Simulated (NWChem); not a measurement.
Molecule: C2H5GaO; SMILES [GaH]([OH])[CH]=C

```xyz
9

Ga    -0.3871    -0.5205     0.0000
H     -1.5684    -1.5386     0.0000
C     -0.4642     1.4324     0.0000
C      0.6337     2.2002     0.0000
H     -1.4376     1.9402     0.0000
H      0.5884     3.2966     0.0000
H      1.6454     1.7754     0.0000
O      1.2217    -1.3027     0.0000
H      1.9801    -0.7110     0.0000
```
Atoms are numbered in this order, from 1.

Computed with NWChem. Medium grid unless said otherwise, to which SCAN and Minnesota functionals are sensitive. The geometry was optimised at PBE0/def2-SVP.

### Question
Order these by “orbital gap (eV)”, lowest first: PBE0/def2-SVP; PBE/def2-SVP; M06-2X/def2-SVP; LC-BLYP (range parameter 0.33 per bohr)/def2-SVP.

### Answer
PBE/def2-SVP (4.51), PBE0/def2-SVP (6.74), M06-2X/def2-SVP (8.66), LC-BLYP (range parameter 0.33 per bohr)/def2-SVP (10.83)
